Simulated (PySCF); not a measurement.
Run record: B19H14N19

The script drives PySCF SCF with an in-house response code with single-precision fitted integrals, so total energies wander by about 1e-6 Eh between cycles (the fitting error itself is about 1e-3 Eh and cancels in differences); atoms count from 0. Pop asks for populations, which are stored and not printed.

Job and coordinates (Å):

```
{"job": {"kind": "nmr", "xc": "KT3", "basis": "pcSseg-1", "pop": false}, "charge": 0, "multiplicity": 1}
B      2.579233     0.467323     3.197080
N      2.319039     1.725714     2.613790
B      2.365538     0.954208    -1.064114
N      1.773135     2.157795    -1.565617
B      1.955399     1.832658     1.229779
N      0.898840     2.670068     0.697487
B      0.696663     2.638714    -0.734314
N     -0.637531     2.704575    -1.289387
B     -0.265060     2.732602     1.551233
N     -1.468047     2.171724     1.018178
B     -0.972796     2.769357    -2.682855
N     -1.925609     1.861159    -3.199296
B     -1.542751     1.990923    -0.412817
N     -2.336456     0.936962    -0.968172
B     -2.220280     1.287322     1.869777
N     -2.563091     0.003433     1.338564
B     -2.345164     0.746248    -2.389592
N     -2.506226    -0.573689    -2.912825
B     -2.468168    -0.195897    -0.087458
N     -2.186484    -1.490380    -0.638970
B     -2.369702    -1.136849     2.200695
N     -1.570057    -2.201794     1.679065
B     -2.009281    -1.623667    -2.059406
N     -1.064593    -2.586412    -2.550545
B     -1.347480    -2.253902     0.255224
N     -0.104698    -2.736277    -0.279844
B     -0.510021    -2.652766     2.550891
N      0.818674    -2.525019     2.035324
B      0.097654    -2.684958    -1.701078
N      1.406248    -2.369690    -2.200316
B      0.981387    -2.391839     0.608287
N      2.046765    -1.603118     0.058580
B      1.754101    -1.847903     2.900779
N      2.409844    -0.698364     2.364653
B      2.117732    -1.433709    -1.367306
N      2.612028    -0.194172    -1.892410
B      2.407347    -0.514013     0.932690
N      2.455658     0.797901     0.360276
H      2.822547     0.371765     4.338281
H      2.209863     2.529903     3.210478
H      1.653858     2.253678    -2.563032
H     -0.193927     3.060564     2.673988
H     -0.442448     3.532890    -3.402937
H     -2.118499     1.859794    -4.189342
H     -2.399713     1.547290     2.997459
H     -2.464907    -0.703081    -3.913302
H     -2.693494    -1.109221     3.324583
H     -0.930748    -2.648412    -3.549566
H     -0.711776    -2.913722     3.673158
H      1.530576    -2.305622    -3.200316
H      1.837194    -2.124071     4.035107
H      2.628197    -0.068748    -2.893745
```

Command:

```bash
OMP_NUM_THREADS=4 python large_run.py task.json out
```

Question: What does the program print?

Answer: 
```
start: PBE on a coarse grid of 45373 points
cycle   1  E = -1519.8117358450  dE =  7.181e+00  |g| = 1.629e+00  |ddm| = 7.791e+00
cycle   2  E = -1518.6547318621  dE =  1.157e+00  |g| = 2.788e+00  |ddm| = 4.013e+00
cycle   3  E = -1520.3754598074  dE = -1.721e+00  |g| = 2.676e-01  |ddm| = 2.843e+00
cycle   4  E = -1520.3921621204  dE = -1.670e-02  |g| = 1.289e-01  |ddm| = 4.594e-01
cycle   5  E = -1520.3958889886  dE = -3.727e-03  |g| = 4.034e-02  |ddm| = 1.464e-01
cycle   6  E = -1520.3962398703  dE = -3.509e-04  |g| = 1.467e-02  |ddm| = 4.773e-02
cycle   7  E = -1520.3962803482  dE = -4.048e-05  |g| = 2.977e-03  |ddm| = 1.258e-02
final grid: 423600 points
cycle   8  E = -1546.8911736919  dE = -7.539e-02  |g| = 1.848e-01  |ddm| = 6.840e-01
cycle   9  E = -1546.8786528273  dE =  1.252e-02  |g| = 3.025e-01  |ddm| = 3.884e-01
cycle  10  E = -1546.8986112744  dE = -1.996e-02  |g| = 1.604e-02  |ddm| = 2.403e-01
cycle  11  E = -1546.8986730567  dE = -6.178e-05  |g| = 6.818e-03  |ddm| = 2.611e-02
cycle  12  E = -1546.8986819045  dE = -8.848e-06  |g| = 2.264e-03  |ddm| = 8.050e-03
cycle  13  E = -1546.8986849754  dE = -3.071e-06  |g| = 7.339e-04  |ddm| = 2.462e-03
cycle  14  E = -1546.8986815489  dE =  3.427e-06  |g| = 1.729e-04  |ddm| = 8.130e-04
cycle  15  E = -1546.8986841931  dE = -2.644e-06  |g| = 6.466e-05  |ddm| = 2.318e-04
converged SCF energy = -1546.8986841931

GIAO shielding tensors (ppm)
atom      isotropic    diamagn.    paramagn.     s11        s22        s33       span
  0 B       73.105     202.801    -129.696     49.781     62.745    106.790     57.009
  1 N      135.965     336.322    -200.358     41.953    151.126    214.815    172.862
  2 B       78.151     221.488    -143.336     61.156     70.195    103.103     41.947
  3 N      146.756     346.384    -199.628     69.152    154.858    216.258    147.106
  4 B       76.210     215.724    -139.514     59.869     68.608    100.153     40.284
  5 N      109.482     359.905    -250.423     40.083     58.242    230.119    190.036
  6 B       75.489     223.037    -147.548     61.450     63.500    101.517     40.068
  7 N      119.250     355.664    -236.414     41.976     75.176    240.599    198.622
  8 B       68.650     209.963    -141.314     47.999     52.660    105.290     57.290
  9 N       89.632     357.169    -267.536      9.339     22.241    237.317    227.979
 10 B       74.191     209.605    -135.415     49.795     60.675    112.102     62.307
 11 N      135.440     334.491    -199.052     33.356    164.568    208.395    175.039
 12 B       78.037     222.028    -143.991     62.601     67.349    104.161     41.560
 13 N      124.038     360.107    -236.069     49.220     73.939    248.956    199.737
 14 B       71.329     208.261    -136.932     51.721     55.887    106.378     54.657
 15 N       93.851     356.690    -262.839     11.267     27.019    243.268    232.001
 16 B       78.162     218.226    -140.065     60.365     70.814    103.306     42.941
 17 N      156.695     339.227    -182.531     82.554    174.744    212.788    130.234
 18 B       76.560     221.905    -145.345     62.609     66.147    100.924     38.315
 19 N      125.281     361.576    -236.295     50.035     80.095    245.712    195.677
 20 B       70.378     206.772    -136.394     50.131     55.258    105.745     55.614
 21 N       89.207     357.418    -268.211      6.608     24.790    236.223    229.614
 22 B       74.783     220.631    -145.848     58.442     65.917     99.991     41.549
 23 N      153.933     341.006    -187.073     75.890    171.900    214.007    138.117
 24 B       75.552     223.383    -147.831     62.467     64.105    100.083     37.616
 25 N      123.598     361.932    -238.334     48.952     79.219    242.623    193.671
 26 B       69.659     204.992    -135.333     48.794     55.427    104.755     55.961
 27 N       88.371     356.450    -268.079      6.975     21.374    236.762    229.787
 28 B       74.783     222.112    -147.329     58.790     65.563     99.996     41.206
 29 N      154.623     342.685    -188.062     77.845    173.101    212.924    135.080
 30 B       75.940     222.486    -146.546     62.438     64.990    100.393     37.955
 31 N      126.961     360.910    -233.949     51.746     82.123    247.014    195.269
 32 B       69.958     203.431    -133.473     50.183     55.793    103.897     53.714
 33 N       99.872     351.036    -251.165     22.237     29.669    247.709    225.473
 34 B       75.909     221.231    -145.321     59.392     67.615    100.721     41.328
 35 N      157.979     344.008    -186.029     82.660    177.170    214.106    131.446
 36 B       77.308     219.361    -142.053     64.224     66.342    101.359     37.135
 37 N      122.912     359.329    -236.417     50.483     79.357    238.897    188.413
 38 H       27.094      30.734      -3.641     24.572     27.030     29.678      5.106
 39 H       26.719      33.757      -7.039     22.616     25.953     31.587      8.971
 40 H       28.694      46.469     -17.775     25.208     28.777     32.097      6.889
 41 H       26.753      38.369     -11.616     24.641     27.124     28.494      3.854
 42 H       26.872      34.864      -7.992     24.225     27.035     29.355      5.130
 43 H       26.812      34.170      -7.358     22.892     25.761     31.783      8.891
 44 H       26.850      36.168      -9.318     24.941     26.714     28.895      3.954
 45 H       28.339      39.429     -11.090     23.944     27.790     33.282      9.339
 46 H       26.723      34.488      -7.765     24.841     26.484     28.845      4.004
 47 H       28.613      40.977     -12.364     24.671     27.891     33.277      8.606
 48 H       26.580      32.825      -6.246     24.676     26.325     28.738      4.063
 49 H       28.651      42.824     -14.173     24.996     27.851     33.106      8.110
 50 H       26.705      32.038      -5.333     24.473     26.732     28.909      4.436
 51 H       28.626      44.617     -15.991     25.082     27.890     32.905      7.823
```

Question: Roughly how long does this take on 4 threads of Arm Neoverse V1 (shared host), and how large is the basis?

Answer: About 69 s of wall time, peak memory 2.5 GiB; 716 basis functions and 2016 fitting functions.
